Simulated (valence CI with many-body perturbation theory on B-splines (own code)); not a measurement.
## Hg⁴⁰⁺: one-electron terms

Method: valence CI with perturbative core correlation (CI+MBPT): four valence electrons over a frozen Dirac-Fock core [Kr], a basis of 7 s, 7 p, 8 d, 6 f, 4 g, 1 h functions for each j, with the one-electron correlation potential Σ1 (screened to all orders), the two-electron term Σ2, the three-electron term Σ3, Breit, model QED; selected single and double excitations, second order for the rest, scaled by the run's own slope (own B-spline code, finite nucleus).

No measured spectrum was set against this ion. As an estimate, large intervals hold to a few tenths of a per cent, small ones and those within an open d or f shell to about a per cent. The list stops below the first excitations out of the core.

These are the spectroscopic orbitals of the CI (the correlating ones are not listed), shaped by the core and the other valence electrons. h is the expectation value of the core's Dirac-Fock operator, without the valence repulsion; Σ1 is computed up to l = 3 at one energy for each symmetry, that of its lowest orbital but kept below the first core excitation, so for empty shells it is not the orbital's own correlation shift; Breit and QED include the response of the core.

| Orbital | h (hartree) | Σ1 (cm⁻¹) | Breit (cm⁻¹) | QED (cm⁻¹) | ⟨r⟩ (bohr) |
| --- | --- | --- | --- | --- | --- |
| 5s1/2 | -53.707 | -11881 | 6882 | 5272 | 0.6416 |
| 6s1/2 | -35.021 | -4744 | 3638 | 2825 | 0.9817 |
| 7s1/2 | -24.673 | -2476 | 2114 | 1672 | 1.397 |
| 5p1/2 | -51.627 | -12058 | 10600 | 237 | 0.6474 |
| 6p1/2 | -33.897 | -4962 | 5737 | 135 | 0.9942 |
| 7p1/2 | -23.997 | -2630 | 3375 | 82.0 | 1.416 |
| 5p3/2 | -49.4 | -10453 | 5987 | 667 | 0.6789 |
| 6p3/2 | -32.711 | -4466 | 3297 | 371 | 1.032 |
| 7p3/2 | -23.289 | -2405 | 2171 | 224 | 1.461 |
| 4d3/2 | -77.638 | -23795 | 11316 | -1038 | 0.3762 |
| 5d3/2 | -46.141 | -11389 | 4916 | -370 | 0.6781 |
| 6d3/2 | -30.945 | -5213 | 2662 | -193 | 1.048 |
| 4d5/2 | -76.546 | -22854 | 6856 | -451 | 0.3828 |
| 5d5/2 | -45.66 | -11162 | 3046 | -126 | 0.6861 |
| 6d5/2 | -30.684 | -5092 | 1661 | -62.8 | 1.057 |
| 4f5/2 | -68.461 | -47420 | 3161 | -902 | 0.3526 |
| 5f5/2 | -42.224 | -11081 | 1511 | -328 | 0.6737 |
| 4f7/2 | -68.165 | -41586 | 473 | -682 | 0.3553 |
| 5f7/2 | -42.086 | -10709 | 379 | -232 | 0.6766 |
| 5g7/2 | -39.591 |  | -148 | -150 | 0.6310 |
| 5g9/2 | -39.545 |  | -424 | -112 | 0.6323 |

Among the shells of the start configuration 4d4, Σ1 is largest in size for 4d3/2, where it is 0.14 % of h.

Lowest root of each symmetry, sizes in configuration state functions:

```
J  Parity  Roots  Reference  Variational  Second order  Change by selected CI (cm⁻¹)  Change by second order (cm⁻¹)
0    even      5         38         6024         19541                         -5566                             -2
1    even      4         76        11655         52303                         -4587                             -6
2    even      8        121        18135         78177                         -5604                             -8
3    even      6        120        18522         95471                         -5891                             -9
4    even      7        120        18591         99334                         -5749                             -8
5    even      2         86        13397         70872                         -5457                            -10
6    even      2         66        10611         80316                         -5808                             -9
0     odd      4         35        10931         29124                         -7101                             -3
1     odd      9         98        28929         92521                         -7911                             -4
2     odd     16        140        31996        141476                         -6248                            -15
3     odd     16        155        31985        188324                         -6668                            -19
4     odd     15        144        32000        165467                         -5176                            -17
5     odd     12        116        31998        139726                         -5376                            -17
6     odd     10         82        31990        114917                         -5164                            -11
7     odd      6         50        25950         89107                         -5659                             -5
8     odd      2         26        15832         36770                         -5689                             -4
9     odd      1         12         7103         30766                         -6331                             -4
```
